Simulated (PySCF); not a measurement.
NbI₂ at several levels of theory

All levels use the PBE0 minimum (quartet; Nb–I 2.655 Å (×2); I–Nb–I 180.0°), basis [Nb def2-SVP with ECP28, I def2-SVP with ECP28], scalar-relativistic core potentials, density fitting, no spin–orbit coupling, PySCF. For vertical energies the ionised species is a triplet (spins chosen at PBE0 and kept) and the electron-attached one a quintet. Atomisation goes to high-spin ground-configuration atoms, without zero-point energy. Open shells are unrestricted, also as the reference of the correlated levels. A dash marks a value that was not computed or is not defined at that level.

```json
{"level": "PBE0", "atomisation (kJ/mol)": "686", "vertical IP (eV)": "8.16", "vertical EA (eV)": "1.69", "−ε(HOMO) (eV)": "6.60"}
{"level": "HF", "atomisation (kJ/mol)": "481", "vertical IP (eV)": "8.44", "vertical EA (eV)": "1.14", "−ε(HOMO) (eV)": "9.88"}
{"level": "MP2", "atomisation (kJ/mol)": "–", "vertical IP (eV)": "8.05", "vertical EA (eV)": "1.51", "−ε(HOMO) (eV)": "–"}
{"level": "PBE", "atomisation (kJ/mol)": "714", "vertical IP (eV)": "7.86", "vertical EA (eV)": "1.49", "−ε(HOMO) (eV)": "4.93"}
```

Without diffuse functions attachment energies tend to come out too low.

With open d or f shells other occupations or spin states may lie lower. With an element this heavy the missing spin–orbit coupling can shift these numbers.
